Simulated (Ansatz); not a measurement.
Basis sets compared for the cluster ZnF₂⁺ (the lowest doublet isomer of a short search). Charge 1, multiplicity 2. Geometry B3LYP-D4/def2-TZVP. Ansatz on 2 threads of Arm Neoverse V2 on a shared host; times are rough, and most runs start from earlier orbitals.

```xyz
3

Zn    0.000    0.000    0.000
F     0.171   -0.096   -1.768
F    -0.171    0.096    1.768
```

The 6-31G sets use Cartesian d functions. B3LYP takes the VWN-RPA correlation. The structure comes from a short search, and lower isomers may exist.

```
           level  functions  energy (Eh)  HOMO (eV)  LUMO (eV)  wall time
 PBE-D4/def2-SVP         59   -1977.8041     -16.56     -16.39      4.1 s
  B3LYP-D4/6-31G         47   -1978.3604     -17.24     -15.77      5.5 s
PBE0-D4/def2-SVP         59   -1977.8042     -17.18     -15.58      7.5 s
```

(1) Estimate the rows for PBE-D4/def2-TZVP, B3LYP-D4/def2-TZVP, PBE0-D4/def2-TZVP (with forces).

Results:

(1) 
```json
{"level": "PBE-D4/def2-TZVP", "functions": "110", "energy (Eh)": "-1978.3127", "HOMO (eV)": "-16.95", "LUMO (eV)": "-16.74", "wall time": "7 s"}
{"level": "B3LYP-D4/def2-TZVP", "functions": "110", "energy (Eh)": "-1978.7958", "HOMO (eV)": "-17.54", "LUMO (eV)": "-16.19", "wall time": "13 s"}
{"level": "PBE0-D4/def2-TZVP (with forces)", "functions": "110", "energy (Eh)": "-1978.3038", "HOMO (eV)": "-17.41", "LUMO (eV)": "-15.85", "wall time": "30 s"}
```
